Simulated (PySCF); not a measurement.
# How methods differ on the excitation energy of Sm

Sm [Xe] 4f6 6s2 (7F) → Sm [Xe] 4f7 6s1 (9S), as a difference of total energies. Computed with PySCF 2.14 in ANO-RCC-VTZP (8s7p5d3f2g1h, 104 functions), with the spin-free X2C one-electron Hamiltonian (Gaussian nucleus). Correlated levels: valence: [Kr] 4d10 frozen; valence and next inner shell: [Ar] 3d10 frozen. The calculations carry no spin-orbit coupling.

| method | excitation energy (cm⁻¹) |
| --- | --- |
| UHF | 44211 |
| LDA | 14226 |
| PBE | 15454 |
| PBE0 | 22496 |
| r2SCAN | 17185 |
| MP2 (valence) | 23590 |
| SCS-MP2 (valence) | 36414 |
| MP2 (valence and next inner shell) | 20248 |
| SCS-MP2 (valence and next inner shell) | 33089 |

A first-order spin-orbit estimate (lowest level to lowest level, LS coupling) adds 0.320 eV.

In the upper state the promoted electron has a positive orbital energy at LDA, PBE, PBE0, r2SCAN, so the basis confines it.
